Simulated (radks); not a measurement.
Species: Cd4+. Configuration: [Ar] 3d10 4s2 4p5 4d8 4f1 (not the ground configuration). Method: scalar-relativistic Kohn-Sham, PBE, spin-polarised, spherical densities, finite nucleus; open shells are filled with parallel spins first (spin-orbit coupling, left out, can overturn this in heavy ions); Fermi nuclear charge, rms radius 4.6087 fm; computed with a radial shooting solver on a logarithmic mesh with Libxc functionals.

Local quantities along the radius. ELF = 1/(1 + alpha^2) is the electron localisation function; alpha = (tau - tau_W)/tau_unif compares the Pauli kinetic energy density with that of the uniform gas (summed over spins). tau is taken from the large components.

```
   r/bohr * ELF (the largest magnitude, 0.999, reaches the edge; | marks zero)
 0.001046 |                                                      *
 0.001208 |                                                      *
 0.001395 |                                                      *
 0.001611 |                                                      *
  0.00186 |                                                      *
 0.002148 |                                                      *
 0.002461 |                                                      *
 0.002842 |                                                      *
 0.003283 |                                                      *
 0.003791 |                                                      *
 0.004378 |                                                      *
 0.005056 |                                                      *
 0.005839 |                                                      *
 0.006744 |                                                      *
 0.007788 |                                                      *
 0.008995 |                                                      *
  0.01031 |                                                      *
   0.0119 |                                                      *
  0.01374 |                                                     *
  0.01587 |                                                     *
  0.01833 |                                                    *
  0.02117 |                                                  *
  0.02445 |                                              *
  0.02824 |                                      *
  0.03261 |                             *
  0.03766 |                     *
  0.04349 |                 *
  0.04983 |                 *
  0.05755 |                      *
  0.06646 |                             *
  0.07676 |                                    *
  0.08864 |                                        *
   0.1024 |                                        *
   0.1182 |                                     *
   0.1365 |                            *
   0.1577 |                   *
   0.1821 |                *
   0.2086 |                     *
    0.241 |                              *
   0.2783 |                                      *
   0.3214 |                                         *
   0.3712 |                                        *
   0.4286 |                              *
    0.495 |               *
   0.5717 |         *
   0.6603 |                *
   0.7625 |                                *
   0.8806 |                                       *
    1.009 |                                        *
    1.165 |                                    *
    1.346 |                            *
    1.554 |                 *
    1.795 |       *
    2.073 |  *
    2.394 |*
    2.765 |*
    3.193 |*
    3.687 *
    4.224 *
    4.879 *
    5.634 *
    6.507 *
    7.515 *
```

On this mesh the ELF has minima near r = 0.043, 0.18, 0.57 bohr, which separate the shells, and maxima near 0.10 (0.75), 0.32 (0.77), 1.0 (0.74).
